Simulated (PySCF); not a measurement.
Compound: C₆H₅F₃.
Numbering: `[CH:1]#[C:2][C@H:3]([CH3:4])[C:5]([F:6])=[C:7]([F:8])[F:9]` (hydrogens: H10 on C1; H11 on C3; H12, H13, H14 on C4)

Cartesian coordinates in Å at the GFN2-xTB level; atoms count from 1:
```xyz
14
C6H5F3 angstrom
C      1.7166    1.6962    0.8176
C      1.0981    0.6890    0.6361
C      0.3548   -0.5391    0.3984
C      0.6927   -1.1117   -0.9862
C     -1.1244   -0.2878    0.5301
F     -1.7964   -1.1505    1.3178
C     -1.8043    0.6787   -0.0727
F     -1.2478    1.5699   -0.8838
F     -3.1081    0.8939    0.0346
H      2.2597    2.5788    0.9790
H      0.6236   -1.2696    1.1703
H      0.4443   -0.3903   -1.7604
H      1.7560   -1.3292   -1.0433
H      0.1346   -2.0287   -1.1597
```

Theory: TDDFT B3LYP/def2-SVPD, vertical, gas phase, core orbitals frozen in the response in PySCF 2.14.0, density-fitted response routines.

Transition dipole moments from the ground state, in atomic units and in the frame of the coordinates above (overall signs are arbitrary), for the states with f of 0.002 or more among the lowest 7:

| state | E (hartree) | μx | μy | μz |
| --- | --- | --- | --- | --- |
| S1 | 0.2350 | -0.036 | -0.024 | -0.141 |
| S2 | 0.2371 | -0.271 | 0.257 | 0.013 |
| S3 | 0.2426 | -0.143 | -0.007 | 0.018 |
| S4 | 0.2465 | 0.349 | -0.064 | 0.120 |
| S5 | 0.2502 | -0.019 | 0.127 | 0.166 |
| S6 | 0.2579 | -0.357 | -0.101 | -0.183 |
| S7 | 0.2608 | 0.375 | -0.328 | 0.010 |

Problem. What oscillator strength does each state have?

Solution. f = (2/3) ΔE |μ|² with ΔE in hartree (27.2114 eV).

```tsv
state	|μ|² (au)	|μ| (D)	f
S1	0.022	0.37	0.003
S2	0.140	0.95	0.022
S3	0.021	0.37	0.003
S4	0.140	0.95	0.023
S5	0.044	0.53	0.007
S6	0.171	1.05	0.029
S7	0.249	1.27	0.043
```

Problem. What angle do the transition dipoles of S4 and S7 make?

Solution. |cos θ| = |μa·μb| / (|μa| |μb|) = 0.82, so θ ≈ 35° (taken between 0 and 90°, since the signs are arbitrary).

Problem. How is the summed strength of these states shared among x, y and z?

Solution. (2/3) Σ ΔE μα² gives 0.082 for x, 0.034 for y and 0.016 for z, 0.132 in all.

Problem. What peak molar absorption coefficient would the strongest computed level give as a lone Gaussian band 0.4 eV wide at half height?

Solution. ε(max) = 2.175×10⁸ f / FWHM, with the width in cm⁻¹. S7: 2.175×10⁸ × 0.0432 / 3226 ≈ 2900 L mol⁻¹ cm⁻¹.

One conformer stands for the species.
